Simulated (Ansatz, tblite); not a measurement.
Spin states of the cluster SiAu₄ (the lowest singlet isomer of a short search), each relaxed with r2SCAN-D4/def2-SVP in Ansatz. Electronic energies in the gas phase.

In the def2 sets Au takes a core potential; there is no spin–orbit coupling. The xTB rows come from tblite. B3LYP takes the VWN-RPA correlation. The structure comes from a short search, and lower isomers may exist.

Singlet geometry (C3v within 0.1 Å):

```xyz
5

Au    0.947   -0.899   -1.758
Au   -0.861    2.008   -0.155
Au    0.394   -0.847    1.981
Au   -1.377   -0.750   -0.194
Si    0.896    0.488    0.126
```

Triplet geometry (C3v within 0.1 Å):

```tsv
atom	x (Å)	y (Å)	z (Å)
Au1	0.733	-1.540	1.572
Au2	1.013	-0.017	-2.087
Au3	-0.853	2.014	0.774
Au4	-1.474	-0.753	-0.426
Si5	0.581	0.297	0.168
```

Quintet geometry (Cs within 0.1 Å):

```csv
atom,x (Å),y (Å),z (Å)
Au1,-0.435,-1.249,0.350
Au2,-0.310,2.129,0.177
Au3,1.831,-1.767,-1.306
Au4,-2.050,0.576,1.496
Si5,0.965,0.312,-0.717
```

⟨S²⟩: triplet 2.02 at PBE0-D4/def2-TZVP (pure 2.00), quintet 6.02 at PBE0-D4/def2-TZVP (pure 6.00).

Run but left out: MP2/def2-TZVP (triplet: ⟨S²⟩ 2.17, where a pure state has 2.00).

Only these spin states were relaxed. The quintet has other bonds than the singlet, so the gap mixes isomer and spin.

```tsv
level	triplet − singlet (kJ/mol)	quintet − singlet (kJ/mol)	lowest of these	remarks
GFN1-xTB	196.1	274.6	singlet	–
GFN2-xTB	269.5	430.9	singlet	–
HF/def2-TZVP	127.0	256.9	singlet	spin-contaminated (⟨S²⟩ 2.17) (triplet), test for broken spin undecided (singlet)
PBE-D4/def2-TZVP	127.1	329.6	singlet	–
r2SCAN-D4/def2-TZVP	125.0	308.3	singlet	–
B3LYP-D4/def2-TZVP	134.5	339.0	singlet	–
PBE0-D4/def2-TZVP	142.1	334.7	singlet	–
r2SCAN0-D4/def2-TZVP	135.5	317.2	singlet	–
```

Change of the quintet − singlet gap on mixing in exact exchange, in kJ/mol: PBE to PBE0 (25 % exact exchange) 5.0; r2SCAN to r2SCAN0 (25 % exact exchange) 8.9.

The xTB methods have no spin-polarisation term.
